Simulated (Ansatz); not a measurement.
A made-up structure of CH5NSn, closed shell:

C1  (-1.086, 0.551, -1.075)
N2  (-0.434, -0.495, -0.827)
Sn3  (0.844, -0.520, 0.783)
H4  (-0.881, -1.333, -0.455)
H5  (-1.044, 1.491, -0.497)
H6  (0.775, 1.014, 1.549)
H7  (2.402, -0.850, 0.181)
H8  (0.314, -1.762, 1.821)
(Å)

It is relaxed with PBE-D4/def2-SVP and then PBE0-D4/def2-TZVP (Ansatz 0.2.0). Atoms count as bonded within 1.22 times the sum of their covalent radii (H–H: 0.88 Å). The end point is not checked to be a true minimum.

Question: Does its bonding change? (Judge from chemistry; the calculation decides.)

Answer: By the calculation: No: no bond forms or breaks.

Where it ends: The first stage lowers the energy by 1.96 eV in 12 steps. It ends as CH₅NSn ([CH][NH][SnH3]):
```
atom    x (Å)    y (Å)    z (Å)
  C1  -1.2929   0.5458  -1.0138
  N2  -0.5841  -0.4689  -0.6110
 Sn3   0.8839  -0.5242   0.8921
  H4  -0.7730  -1.3418  -1.0925
  H5  -0.9953   1.4336  -0.4144
  H6   0.8692   1.0840   1.4405
  H7   2.3716  -0.9838   0.1938
  H8   0.4108  -1.6488   2.0853
```

Labels in which every atom is bracketed show which atoms are joined, not bond orders.

For scale, one of the runs: PBE0-D4/def2-TZVP relaxation, 142 basis functions, launched by `ansatz run in.yaml --threads 2 --pin off --events-out ev --progress --plain --max-ram 4352MiB`. Hardware: 2 CPU threads of an Arm Neoverse V2, shared host. Wall time about 30 s.
